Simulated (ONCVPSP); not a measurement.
Co: ONCV pseudisation with PBE, scalar-relativistic reference atom.

Input for ONCVPSP 4.0.1:

```
# ATOM AND REFERENCE CONFIGURATION
# atsym  z   nc   nv     iexc    psfile
  Co 27.00    3    5        4      upf
#
#   n    l    f
    1    0    2.00
    2    0    2.00
    2    1    6.00
    3    0    2.00
    3    1    6.00
    3    2    7.00
    4    0    1.00
    4    1    1.00
#
# PSEUDOPOTENTIAL AND OPTIMIZATION
# lmax
    2
#
#   l,   rc,      ep,       ncon, nbas, qcut
    0    1.45    0.00    3    7    6.40
    1    1.65    0.00    4    9    9.20
    2    1.05    0.00    4    8   16.00
#
# LOCAL POTENTIAL
# lloc, lpopt,  rc(5),   dvloc0
    4    3    0.90    2.00
#
# VANDERBILT-KLEINMAN-BYLANDER PROJECTORs
# l, nproj, debl
    0    2    0.40
    1    2    2.90
    2    2    3.30
#
# MODEL CORE CHARGE
# icmod, fcfact, rcfact
    0    0.00    0.00
#
# LOG DERIVATIVE ANALYSIS
# epsh1, epsh2, depsh
   -5.00    5.00    0.04
#
# OUTPUT GRID
# rlmax, drl
    6.00    0.01
#
# TEST CONFIGURATIONS
# ncnf
    4
# nvcnf
#   n    l    f
    5
    3    0    2.00
    3    1    6.00
    3    2    7.00
    4    0    2.00
    4    1    0.00
#
    5
    3    0    2.00
    3    1    6.00
    3    2    7.00
    4    0    1.00
    4    1    0.00
#
    5
    3    0    2.00
    3    1    6.00
    3    2    7.00
    4    0    0.00
    4    1    0.00
#
    5
    3    0    2.00
    3    1    6.00
    3    2    7.00
    4    0    0.00
    4    1    1.00
#
```

Command:

```bash
oncvpsp.x < Co.dat > Co.out
```

The program printed (shortened: citation, most of the input echo, consistency checks and plot data are left out):

```
ONCVPSP  (Optimized Norm-Conservinng Vanderbilt PSeudopotential)
scalar-relativistic version 4.0.1

#   n    l    f        energy (Ha)
    1    0    2.00    -2.7910994E+02
    2    0    2.00    -3.3102668E+01
    2    1    6.00    -2.8359949E+01
    3    0    2.00    -3.8316751E+00
    3    1    6.00    -2.4806674E+00
    3    2    7.00    -3.6797072E-01
    4    0    1.00    -2.4338002E-01
    4    1    1.00    -7.7880946E-02

Reference configufation results
  iterations    33
  all-electron total energy (Ha)   -1.39298606D+03

Begin loop to  construct optimized pseudo wave functions
and semi-local pseudopoentials for all angular momenta

Calculating optimized projector #   1

 for l=   0

    Fraction of norm inside rc  0.974354
    Optimizing pswf for qcut=   6.40 a_B^-1,  ecut=  20.49 Ha
    Residual kinetic energy error=  3.27D-06 Ha

    Energy error per electron        Cutoff
         Ha          eV             Ha
         0.01000     0.27211       10.87
         0.00100     0.02721       14.16
         0.00010     0.00272       16.74
         0.00001     0.00027       19.39

Calculating optimized projector #   2

 for l=   0

    Fraction of norm inside rc  0.065745
    Optimizing pswf for qcut=   6.40 a_B^-1,  ecut=  20.49 Ha
    Residual kinetic energy error=  3.14D-05 Ha

    Energy error per electron        Cutoff
         Ha          eV             Ha
         0.01000     0.27211        7.81
         0.00100     0.02721       10.85
         0.00010     0.00272       13.98
         0.00001     0.00027       53.90

Calculating optimized projector #   1

 for l=   1

    Fraction of norm inside rc  0.978752
    Optimizing pswf for qcut=   9.20 a_B^-1,  ecut=  42.33 Ha
    Residual kinetic energy error=  2.34D-07 Ha

    Energy error per electron        Cutoff
         Ha          eV             Ha
         0.01000     0.27211       23.64
         0.00100     0.02721       29.06
         0.00010     0.00272       33.65
         0.00001     0.00027       37.25

Calculating optimized projector #   2

 for l=   1

    Fraction of norm inside rc  0.034914
    Optimizing pswf for qcut=   9.20 a_B^-1,  ecut=  42.33 Ha
    Residual kinetic energy error=  6.57D-08 Ha

    Energy error per electron        Cutoff
         Ha          eV             Ha
         0.01000     0.27211       15.35
         0.00100     0.02721       23.02
         0.00010     0.00272       29.16
         0.00001     0.00027       34.27

   Wellstate for l =  2  n =  5
     eigenvalue =   2.9320
     asymptotic potential =   3.4320
     half-point radius =  2.8108

Calculating optimized projector #   1

 for l=   2

    Fraction of norm inside rc  0.601049
    Optimizing pswf for qcut=  16.01 a_B^-1,  ecut= 128.17 Ha
    Residual kinetic energy error=  3.32D-07 Ha

    Energy error per electron        Cutoff
         Ha          eV             Ha
         0.01000     0.27211       75.43
         0.00100     0.02721       91.77
         0.00010     0.00272      104.40
         0.00001     0.00027      114.21

Calculating optimized projector #   2

 for l=   2

    Fraction of norm inside rc  0.064092
    Optimizing pswf for qcut=  16.01 a_B^-1,  ecut= 128.17 Ha
    Residual kinetic energy error=  6.49D-07 Ha

    Energy error per electron        Cutoff
         Ha          eV             Ha
         0.01000     0.27211       71.15
         0.00100     0.02721       90.25
         0.00010     0.00272      105.46
         0.00001     0.00027      116.35

Construct Vanderbilt / Kleinmman-Bylander projectors

B matrix Hermiticity error, ll=   0
   1   2    3.6766E-04

  Orthonormal projector coefficients  5.8086E+00  1.2800E+00

B matrix Hermiticity error, ll=   1
   1   2    1.4294E-04

  Orthonormal projector coefficients -1.0078E+00 -4.0726E-01

B matrix Hermiticity error, ll=   2
   1   2   -3.5395E-04

  Orthonormal projector coefficients -1.8497E+01 -4.4046E+00

Pseudoatom total energy -144.738038

Diagnostic tests using Vanderbilt-Kleinman-Bylander pseudopotentials
  1 or more projectors used as specified by nproj input data

   l    rcore       rmatch      e in        delta e   norm test  slope test

   0   1.4527869   1.4968967  -3.8316751   0.0000120   1.0002166   1.0001943
   0   1.4527869   1.4968967  -0.2433800   0.0000114   1.0000670   1.0000036

   1   1.6571335   1.7074476  -2.4806674  -0.0000035   1.0002172   1.0002056
   1   1.6571335   1.7074476  -0.0778809   0.0000019   1.0000262   1.0000230

   2   1.0517462   1.0836795  -0.3679707  -0.0000015   1.0001149   1.0001185
   2   1.0517462   1.0836795   2.9320293   0.0000241   1.0003692   1.0003692

 Testing for bound ghosts
   n   l    E NL Schr. Eq   E Basis Diag.   E Cutoff

   1   0       -3.831663       -3.831665     90.36
   2   0       -0.243369       -0.166174     90.36

   2   1       -2.480671       -2.480670    144.77
   3   1       -0.077879        0.024024    144.77

   3   2       -0.367972       -0.350287    311.10

 Testing for highly-localized positive-energy ghosts
       l    <radius>/rc     E Basis Diag.   E Cutoff

Test configuration 0

   n   l     f        eae           eps        diff
   1   0  2.0000 -279.10994443
   2   0  2.0000  -33.10266770
   2   1  6.0000  -28.35994905
   3   0  2.0000   -3.83167506   -3.83166302    1.20D-05
   3   1  6.0000   -2.48066736   -2.48067088   -3.51D-06
   3   2  7.0000   -0.36797072   -0.36797222   -1.50D-06
   4   0  1.0000   -0.24338002   -0.24336859    1.14D-05
   4   1  1.0000   -0.07788095   -0.07787907    1.87D-06

    Total energies and differences
      AE_ref= -1.39298606D+03  AE_tst= -1.39298606D+03  dif=  0.00D+00
      PS_ref= -1.44738038D+02  PS_tst= -1.44738038D+02  dif= -7.96D-13
      PSP excitation error=  7.96D-13

Test configuration 1

   n   l     f        eae           eps        diff
   1   0  2.0000 -279.04129361
   2   0  2.0000  -33.03777093
   2   1  6.0000  -28.29482653
   3   0  2.0000   -3.76330270   -3.76353317   -2.30D-04
   3   1  6.0000   -2.41210144   -2.41197965    1.22D-04
   3   2  7.0000   -0.30149814   -0.30139305    1.05D-04
   4   0  2.0000   -0.20102196   -0.20104172   -1.98D-05

    Total energies and differences
      AE_ref= -1.39298606D+03  AE_tst= -1.39314596D+03  dif= -1.60D-01
      PS_ref= -1.44738038D+02  PS_tst= -1.44897954D+02  dif= -1.60D-01
      PSP excitation error=  2.15D-05

Test configuration 2

   n   l     f        eae           eps        diff
   1   0  2.0000 -279.36759378
   2   0  2.0000  -33.35691557
   2   1  6.0000  -28.61456758
   3   0  2.0000   -4.08745788   -4.08713782    3.20D-04
   3   1  6.0000   -2.73676600   -2.73676021    5.79D-06
   3   2  7.0000   -0.62324404   -0.62325663   -1.26D-05
   4   0  1.0000   -0.46903058   -0.46900394    2.66D-05

    Total energies and differences
      AE_ref= -1.39298606D+03  AE_tst= -1.39281409D+03  dif=  1.72D-01
      PS_ref= -1.44738038D+02  PS_tst= -1.44566050D+02  dif=  1.72D-01
      PSP excitation error= -1.43D-05

Test configuration 3

   n   l     f        eae           eps        diff
   1   0  2.0000 -279.74961545
   2   0  2.0000  -33.72818336
   2   1  6.0000  -28.98672406
   3   0  2.0000   -4.46431717   -4.46335380    9.63D-04
   3   1  6.0000   -3.11384592   -3.11400639   -1.60D-04
   3   2  7.0000   -0.99457889   -0.99480875   -2.30D-04

    Total energies and differences
      AE_ref= -1.39298606D+03  AE_tst= -1.39219723D+03  dif=  7.89D-01
      PS_ref= -1.44738038D+02  PS_tst= -1.43949213D+02  dif=  7.89D-01
      PSP excitation error=  4.62D-06

Test configuration 4

   n   l     f        eae           eps        diff
   1   0  2.0000 -279.42545197
   2   0  2.0000  -33.41144206
   2   1  6.0000  -28.66922563
   3   0  2.0000   -4.14523060   -4.14476323    4.67D-04
   3   1  6.0000   -2.79454361   -2.79469529   -1.52D-04
   3   2  7.0000   -0.67851555   -0.67867011   -1.55D-04
   4   1  1.0000   -0.30319619   -0.30317220    2.40D-05

    Total energies and differences
      AE_ref= -1.39298606D+03  AE_tst= -1.39261679D+03  dif=  3.69D-01
      PS_ref= -1.44738038D+02  PS_tst= -1.44368775D+02  dif=  3.69D-01
      PSP excitation error=  8.63D-06
```

The run took about 4.3 s on one core of a shared server CPU.
